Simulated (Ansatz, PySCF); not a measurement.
Dimer: boric acid (SMILES OB(O)O) (first 7 atoms) with H2O (SMILES O); geometry from B3LYP-D3(BJ)/def2-TZVP, rigid monomers moved along the line of their centres of mass till H6···O8 is 3.55 Å.
(charge 0, multiplicity 1):
```xyz
10

O      0.48813    -0.25236    -1.40220
B      0.21300    -0.13651    -0.06670
O      0.60554     1.00679     0.59680
O     -0.44347    -1.17900     0.53079
H      0.94910     0.52239    -1.73633
H      0.36812     0.99666     1.53253
H     -0.60128    -1.02357     1.46970
O     -0.81388     0.23648     4.79295
H     -1.61760     0.59313     5.18707
H     -0.26438    -0.06802     5.52360
```

Interaction energies are E(AB) − E(A) − E(B) at the monomers' geometry in the complex; basis-set methods are counterpoise corrected. Rows marked so take none.

Rows in 3-21G, 6-31G*, STO-3G carry no dispersion term and start afresh at each structure (6-31G* with six Cartesian d functions).

The values were computed with Ansatz (a first-principles code); PySCF for 3-21G rows, 6-31G* rows, STO-3G rows, the dispersion terms. Each number belongs to the level named beside it.

One of these levels gives -3.15 kcal/mol for the interaction energy. Name it.
A) BP86/6-31G* (no counterpoise)
B) HF/STO-3G (no counterpoise)
C) HF/3-21G (no counterpoise)
D) r2SCAN-D4/def2-TZVPPD

A, BP86/6-31G* (no counterpoise). The others give -1.81 (HF/STO-3G (no counterpoise)), -4.08 (HF/3-21G (no counterpoise)), -2.76 (r2SCAN-D4/def2-TZVPPD)
